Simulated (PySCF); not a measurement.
Two species compared at the same levels of theory.

First species: C3H5FGe.
Atom-mapped SMILES: `[CH:1]#[C:2][GeH2:3][CH2:4][F:5]` (hydrogens: H6 on C1; H7, H8 on Ge3; H9, H10 on C4)

Structure used (PBE0-D3(BJ)/def2-SVP), in Å, numbered top down from 1:
```xyz
10
C3H5FGe angstrom
C      2.5054    0.7883   -0.8260
C      1.5792    0.2024   -0.2986
Ge     0.1012   -0.6637    0.5294
C     -1.3205    0.6816    0.7479
F     -2.4205    0.0885    1.3207
H      3.3272    1.3042   -1.2913
H      0.5334   -1.2034    1.9005
H     -0.3884   -1.8098   -0.3685
H     -0.9668    1.5045    1.3919
H     -1.5956    1.1078   -0.2316
```

Second species: C6H11NOSi2.
Bonds: Si1–N2, N2–Si3, Si3–O4, O4–C5, C5–C6 (aromatic), C6–C7 (aromatic), C7–C8 (aromatic), C8–C9 (aromatic), C9–C10 (aromatic), C5–C10 (aromatic). Hydrogens: H11, H12, H13 on Si1; H14 on N2; H15, H16 on Si3; H17 on C6; H18 on C7; H19 on C8; H20 on C9; H21 on C10.

Levels: CAM-B3LYP/def2-SVPD for dipole moment, HOMO energy, LUMO energy, HOMO–LUMO gap, static isotropic polarisability and electronic spatial extent ⟨r²⟩ about the centre of nuclear charge; TDDFT CAM-B3LYP/def2-SVPD for lowest singlet excitation; TDA CAM-B3LYP/def2-SVPD for lowest triplet excitation (Tamm–Dancoff); ΔSCF CAM-B3LYP/def2-SVPD for vertical ionisation energy; PBE0-D3(BJ)/def2-SVP for rotational constant A and rotational constant C. Geometries: PBE0-D3(BJ)/def2-SVP. Each species is one conformer at its optimised geometry, gas phase, non-relativistic unless stated; the electronic structure was computed with PySCF and density fitting.

Dipoles, sizes and rotational constants follow the conformer. The torsions of the flexible species, by atom-mapped SMILES:
- `[CH:1]#[C:2][GeH2:3][CH2:4][F:5]`: C2–Ge3–C4–F5 179°
- `[SiH3:1][NH:2][SiH2:3][O:4][c:5]1[cH:6][cH:7][cH:8][cH:9][cH:10]1`: Si1–N2–Si3–O4 84°, N2–Si3–O4–C5 -179°, Si3–O4–C5–C6 0°

Values for the first species:

* Dipole moment: 1.72 D
* HOMO energy: -9.50 eV
* LUMO energy: 0.81 eV
* HOMO–LUMO gap: 10.31 eV
* Lowest singlet excitation: 6.09 eV
* Lowest triplet excitation (Tamm–Dancoff): 5.00 eV
* Static isotropic polarisability: 65.5 au
* Vertical ionisation energy: 10.40 eV
* Electronic spatial extent ⟨r²⟩ about the centre of nuclear charge: 766 bohr²
* Rotational constant A: 8.720 GHz
* Rotational constant C: 1.449 GHz

Q: Estimate the same properties for the second species, and the change in each.

A: 
| property | first | second | second less first |
| --- | --- | --- | --- |
| dipole moment | 1.72 D | 0.96 D | -0.76 D |
| HOMO energy | -9.50 eV | -7.78 eV | +1.72 eV |
| LUMO energy | 0.81 eV | 0.78 eV | -0.03 eV |
| HOMO–LUMO gap | 10.31 eV | 8.56 eV | -1.75 eV |
| lowest singlet excitation | 6.09 eV | 5.22 eV | -0.87 eV |
| lowest triplet excitation (Tamm–Dancoff) | 5.00 eV | 4.02 eV | -0.98 eV |
| static isotropic polarisability | 65.5 au | 132.5 au | +67.0 au |
| vertical ionisation energy | 10.40 eV | 8.38 eV | -2.02 eV |
| electronic spatial extent ⟨r²⟩ about the centre of nuclear charge | 766 bohr² | 3013 bohr² | +2247 bohr² |
| rotational constant A | 8.720 GHz | 3.089 GHz | -5.631 GHz |
| rotational constant C | 1.449 GHz | 0.361 GHz | -1.088 GHz |

On the first: In wavenumbers S1 is 49100 cm⁻¹ (1 eV = 8065.54 cm⁻¹). The polarisability is 9.71 Å³ as a volume (1 au = 0.148185 Å³), or 1.02 au for each of the 64 electrons. The calculation is non-relativistic and has no spin–orbit coupling, an omission that weighs most on germanium.

On the second: The dipole equals about 3.2 × 10⁻³⁰ C·m (1 D = 3.33564 × 10⁻³⁰ C·m). The polarisability is 19.64 Å³ as a volume (1 au = 0.148185 Å³), or 1.47 au for each of the 90 electrons.
